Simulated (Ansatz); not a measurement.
`C[CH2][GeH2][SiH3]` + H–F → `[F][GeH2][SiH3]` + `CC`  (ligand exchange at a Ge–C bond)

Gas-phase electronic energies from Ansatz, PBE0-D4/def2-TZVP geometries. CBS: MP2 limit from def2 TZ/QZ plus the TZ coupled-cluster correction, frozen cores. This one scheme is used for every species. DFT in def2-TZVPP. B3LYP here is the variant with VWN-RPA as its local correlation; programs differ in this. For Ge outer-core shells are correlated without core-valence functions, which leaves a few kJ/mol of doubt a bond. Scalar relativity is left out up to krypton. Each species was taken in one conformer, which may not be the lowest.

`C[CH2][GeH2][SiH3]`:

```xyz
14

C    -0.582    0.018    1.821
C    -0.099   -1.087    0.894
Ge   -0.334   -0.655   -1.011
Si    0.926    1.274   -1.621
H    -1.643    0.233    1.669
H    -0.036    0.951    1.657
H    -0.451   -0.257    2.871
H     0.961   -1.299    1.058
H    -0.638   -2.019    1.085
H     0.106   -1.850   -1.883
H    -1.830   -0.398   -1.291
H     2.374    1.038   -1.366
H     0.501    2.455   -0.821
H     0.747    1.595   -3.062
```

H–F:

```xyz
2

F    -0.092    0.167    0.419
H     0.092   -0.167   -0.419
```

`[F][GeH2][SiH3]`:

Cartesian coordinates in Å:
```
F 0.988 -1.118 1.776
Ge -0.126 -1.069 0.425
Si 0.059 1.110 -0.526
H 0.318 -2.207 -0.511
H -1.509 -1.383 1.023
H -0.315 2.129 0.486
H -0.867 1.200 -1.687
H 1.452 1.337 -0.986
```

`CC`:

```xyz
8

C     0.181   -0.353   -0.647
C    -0.181    0.353    0.647
H    -0.642   -0.317   -1.365
H     1.051    0.107   -1.123
H     0.420   -1.405   -0.475
H     0.642    0.317    1.365
H    -1.051   -0.107    1.123
H    -0.419    1.405    0.475
```

Q: Is it downhill or uphill in electronic energy at CCSD(T)/CBS, and by how much? (Estimate.)

A: Ansatz gave: Downhill: ΔE = -0.63 eV.

Q: What do these levels give: PBE-D4, r2SCAN-D4, B3LYP-D4, ωB97M-V, r2SCAN, PBE0, MP2/def2-TZVPP, SCS-MP2/def2-TZVPP, CCSD(T)/def2-TZVPP, HF/def2-QZVPP, SCS-MP2/def2-QZVPP, MP2/CBS(def2)? (Estimate.)

A: Ansatz gave: PBE-D4 -0.71, r2SCAN-D4 -0.80, B3LYP-D4 -0.81, ωB97M-V -0.77, r2SCAN -0.83, PBE0 -0.76, MP2/def2-TZVPP -0.62, SCS-MP2/def2-TZVPP -0.74, CCSD(T)/def2-TZVPP -0.67, HF/def2-QZVPP -1.10, SCS-MP2/def2-QZVPP -0.73, MP2/CBS(def2) -0.58 eV.

Largest T1 diagnostic among the species: 0.012.

In def2-TZVPP, CCSD(T) changes the Hartree–Fock value by +0.40 eV (the triples alone add +0.04 eV) and MP2 by +0.45 eV. The D4 term adds +0.13 eV with B3LYP and +0.07 eV with PBE0; it sums over pairs of atoms, weighted by their polarisabilities, and B3LYP, whose exchange is more repulsive, gets the larger term.
